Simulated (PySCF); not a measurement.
A GIAO shielding run with PySCF (density fitting, non-relativistic, gas phase) on SMILES CN([SiH2]F)C1CC1, C$_{4}$H$_{10}$FNSi:

```
$ OMP_NUM_THREADS=1 python probes_run.py task.json out

{"job": {"kind": "nmr", "xc": "PBE0", "basis": "pcSseg-1"}, "charge": 0, "multiplicity": 1}
C      0.687814     1.453267    -1.073694
N      0.458711     0.119138    -0.555948
Si     1.714623    -0.847745     0.091602
F      3.049889    -0.333463    -0.644330
C     -0.920592    -0.121540    -0.297245
C     -1.382351    -1.143329     0.688923
C     -1.547500     0.315218     0.999671
H      0.108806     1.596158    -1.990201
H      0.382894     2.219086    -0.353051
H      1.740769     1.582193    -1.302630
H      1.527746    -2.232423    -0.312767
H      2.037575    -0.666740     1.507916
H     -1.530280     0.004981    -1.189820
H     -2.260836    -1.721046     0.443415
H     -0.642773    -1.694010     1.246473
H     -0.894282     0.737184     1.747853
H     -2.537209     0.745101     0.983925
```

Hardware: 1 thread of an Arm Neoverse V1, shared host. The job also computes population analyses, field gradients, ring-centre shieldings.

Task: How large is the calculation?

Result: 64 electrons, 176 basis functions and 930 auxiliary functions.

Task: How long does it take, and how much memory does it need?

Result: 25 s of wall time, with 12 SCF cycles and 4 response iterations; peak memory 0.8 GiB. Times on a shared host scatter by some tens of per cent.
